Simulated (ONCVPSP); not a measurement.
tantalum (Ta): variants of one ONCV potential

Base potential:

Ta, optimised norm-conserving Vanderbilt (ONCV), made with ONCVPSP 4.0.1 (revPBE, scalar-relativistic). Core [Kr] 4d10, reference 4f14 5s2 5p6 5d3 6s2. Waves: 5s+6s: rc 1.95 bohr, ncon 4, nbas 7, qcut 4.7 1/bohr, 3 projectors, debl 1.1 Ha; 5p: rc 1.70 bohr, ncon 4, nbas 9, qcut 9.9 1/bohr, 2 projectors, debl 2.9 Ha; 5d: rc 2.20 bohr, ncon 4, nbas 8, qcut 8.1 1/bohr, 2 projectors, debl 3.1 Ha; 4f: rc 0.85 bohr, ncon 4, nbas 9, qcut 21.4 1/bohr, 1 projector. Local part: polynomial inside 0.75 bohr (lpopt 4, dvloc0 0 Ha). Core correction: polynomial model core, fcfact 0.35.

Cutoffs, loose and tight: the cutoffs (Ha) at which the residual kinetic energy of the hardest occupied pseudo-wave falls to 1 and 0.1 mHa per electron. They do not see the model core or the augmentation charge, which bear on the density cutoff. Test errors are all-electron minus pseudo excitation energies from the reference, over the configurations 4f14 5s2 5p6 5d3 6s1; 4f14 5s2 5p6 5d3 6s0; 4f14 5s2 5p6 5d2 6s0; 4f14 5s2 5p5 5d3 6s2. A dash means not determined; rows that change the core or the reference have their own tests.

A true bound ghost makes a file unfit for plane-wave use even where its test errors are small: the radial tests pick states by their node count and pass the ghost by.

```json
{"change": "base", "outcome": "generated", "cutoff, loose": "190 Ha", "cutoff, tight": "206 Ha", "bound ghosts": "none", "GHOST(+) flags above zero": "s, p", "largest test error (meV)": "-55"}
{"change": "s: debl 0.2", "outcome": "generated", "cutoff, loose": "190 Ha", "cutoff, tight": "206 Ha", "bound ghosts": "s", "GHOST(+) flags above zero": "s, p", "largest test error (meV)": "-56"}
{"change": "s: debl 0.35", "outcome": "generated", "cutoff, loose": "190 Ha", "cutoff, tight": "206 Ha", "bound ghosts": "s", "GHOST(+) flags above zero": "s, p", "largest test error (meV)": "-56"}
{"change": "s: debl 0.55", "outcome": "generated", "cutoff, loose": "190 Ha", "cutoff, tight": "206 Ha", "bound ghosts": "none", "GHOST(+) flags above zero": "s, p", "largest test error (meV)": "-56"}
{"change": "s: debl 0.9", "outcome": "generated", "cutoff, loose": "190 Ha", "cutoff, tight": "206 Ha", "bound ghosts": "none", "GHOST(+) flags above zero": "s, p", "largest test error (meV)": "-55"}
{"change": "s: debl 1.75", "outcome": "generated", "cutoff, loose": "190 Ha", "cutoff, tight": "206 Ha", "bound ghosts": "none", "GHOST(+) flags above zero": "s, p", "largest test error (meV)": "-55"}
{"change": "s: debl 2.65", "outcome": "generated", "cutoff, loose": "190 Ha", "cutoff, tight": "206 Ha", "bound ghosts": "none", "GHOST(+) flags above zero": "s, p", "largest test error (meV)": "-55"}
{"change": "s: debl 5.05", "outcome": "generated", "cutoff, loose": "190 Ha", "cutoff, tight": "206 Ha", "bound ghosts": "none", "GHOST(+) flags above zero": "s, p", "largest test error (meV)": "-56"}
```

Reading the sweep of the debl of the s channel (base included, trends over the rows without a ghost): The loose cutoff stays near 190 Ha. The median size of the test errors (rows with all tests solved) stays near 15.4 meV. Bound ghosts are found at 0.2, 0.35 Ha.
